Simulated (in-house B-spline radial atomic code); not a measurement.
# KLI/ALDAx excitations of Cl VI (Cl5+)

Method: KLI/ALDAx. Computed with an all-electron radial atomic-structure program (B-spline basis): linear response of the closed shell [Ne] 3s2 with the adiabatic LDA exchange kernel on the exchange-only KLI potential; scalar-relativistic (spin-free one-electron X2C), finite nucleus, no spin-orbit coupling, no double excitations, S, P, D and F terms only.

Command:
```bash
python run_td.py task.json out
```
Settings (radii: box in bohr, nucleus in fm):
```
Z                        17
electrons                12
configuration            [Ne] 3s2
hamiltonian              x2c
method                   kli
box_radius               16.35
rms_radius               3.3654
intervals                105
```

Time taken, with all properties: 0.4 s on 1 thread of Intel(R) Xeon(R) Platinum 8488C (Sapphire Rapids), with other jobs on the host.

The lowest states, in the order of their Tamm-Dancoff energies; the method's threshold (minus the highest occupied level) is 95.10 eV. Labels give the largest channel, * marks a mixed state, and oscillator strengths are full-response dipole values. Semilocal kernels can invert the small singlet-triplet splittings of Rydberg terms. Energies in eV:

| state | full response | Tamm-Dancoff | oscillator strength |
| --- | --- | --- | --- |
| 3s → 3p 3P | 11.407 | 11.770 | - |
| 3s → 3p 1P | 18.849 | 19.627 | 1.27 |
| 3s → 3d 3D | 32.30 | 32.42 | - |
| 3s → 3d 1D | 35.71 | 35.73 | - |
| 3s → 4s 3S | 48.80 | 48.81 | - |
| 3s → 4s 1S | 50.47 | 50.50 | - |
| 3s → 4p 3P | 54.02 | 54.04 | - |
| 3s → 4p 1P | 54.80 | 54.83 | 0.15 |
| 3s → 4d 3D | 61.21 | 61.23 | - |
| 3s → 4d 1D | 61.67 | 61.67 | - |
| 3s → 4f 3F | 63.24 | 63.26 | - |
| 3s → 4f 1F | 63.74 | 63.74 | - |
| 3s → 5s 3S | ? | ? | - |
| 3s → 5s 1S | 68.73 | 68.75 | - |
| 3s → 5p 3P | ? | ? | - |
| 3s → 5p 1P | 70.84 | 70.85 | 0.0614 |

Where does 3s → 5p 3P lie?

At 70.57 eV in full response, 70.58 eV in Tamm-Dancoff.

Where does 3s → 5s 3S lie?

At 68.18 eV in full response, 68.19 eV in Tamm-Dancoff.

How large is the singlet-triplet splitting of 3s → 3p (P terms) in Tamm-Dancoff?

7.86 eV, from the unrounded values.

What polarisabilities and dispersion coefficient does the method give?

Dipole 2.763 bohr³, quadrupole 3.193 bohr⁵, C6 4.242 hartree·bohr⁶ for two such species.
